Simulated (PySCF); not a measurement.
# Ca₂: frontier orbitals

PBE0 at R = 4.247 Å; Ca def2-SVP; no relativity (PySCF 2.14). State: ¹Σg⁺ (singlet), closed shell. Only the outer orbitals are listed.

```tsv
orbital	occ.	ε (eV)	main shells (%)
πu	2	-30.57	100 p
πu	2	-30.57	100 p
πg	2	-30.56	100 p
πg	2	-30.56	100 p
σg	2	-30.53	100 p
σu	2	-30.52	100 p
σg	2	-5.05	93 s
σu	2	-3.78	95 s
σg	0	-1.31	64 p, 25 d, 11 s
πu	0	-1.07	58 d, 42 p
πu	0	-1.07	58 d, 42 p
```

Problem. Which are the highest filled and the lowest empty level, where do they sit, and how wide is the gap?

Solution. Highest filled σu at -3.78 eV (in %: 95 s); lowest empty σg at -1.31 eV (in %: 64 p, 25 d, 11 s); the gap at PBE0 is 2.47 eV.

- bond order (Mayer): 0.37
- ⟨S²⟩: 0.000
- polarisability along the bond: 458.6 bohr³
- polarisability across the bond: 179.3 bohr³

Closed-shell solutions of metal pairs were not tested for spin polarisation, which can lower them a little.
